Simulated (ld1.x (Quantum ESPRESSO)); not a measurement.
# Configuration tests for argon (Ar) (ultrasoft)

| Quantity | Value |
| --- | --- |
| Element | Ar (Z = 18) |
| Generator | ld1.x (Quantum ESPRESSO) 7.5 |
| Type | ultrasoft |
| Functional | LDA (PZ) |
| Relativity | scalar-relativistic |
| Frozen core | [Ne] |
| Valence charge | 8 |
| Reference configuration | 3s2 3p6 |
| Partial waves | 3s (bound): rcut 0.95, rcutus 1.20 bohr; 3s channel at -0.7 Ry: rcut 0.95, rcutus 1.20 bohr; 3p (bound): rcut 1.20, rcutus 1.50 bohr; 3p channel at 0.55 Ry: rcut 1.20, rcutus 1.50 bohr; 3d channel at 0.4 Ry: rc 1.25 bohr |
| Local potential | the d channel |
| Core correction | none |
| Augmentation charge | PSQ, inside the norm-conserving radii |

Energies are relative to the spin-unpolarised reference configuration 3s2 3p6; without spin polarisation the order of configurations can differ from experiment. Spin-polarised rows fill each open shell by Hund’s rule, majority spin first.

```csv
valence configuration,charge,ΔE all-electron (eV),error AE − PS (meV)
3s2 3p5,+1,16.157,+0.6
3s2 3p4,+2,44.892,+15
3s2 3p3,+3,87.544,+72
3s2 3p5.5,+0.5,6.600,-0.4
3s1 3p6,+1,30.625,+11
3s2 3p5 (spin-polarised),+1,15.933,+24
```

Q: What are ΔE and the potential's error for 3s2 3p4 (spin-polarised)?

A: ΔE = 43.848 eV all-electron; the error (AE − PS) is +137 meV.

Q: What are ΔE and the potential's error for 3s2 3p2?

A: ΔE = 145.265 eV all-electron; the error (AE − PS) is +220 meV.

Levels in the configuration 3s2 3p5 (spin-polarised):

```json
{"level": "3s up", "all-electron (eV)": "-37.087", "pseudo (eV)": "-37.131"}
{"level": "3p up", "all-electron (eV)": "-22.623", "pseudo (eV)": "-22.657"}
{"level": "3s down", "all-electron (eV)": "-36.106", "pseudo (eV)": "-36.045"}
{"level": "3p down", "all-electron (eV)": "-21.723", "pseudo (eV)": "-21.664"}
```
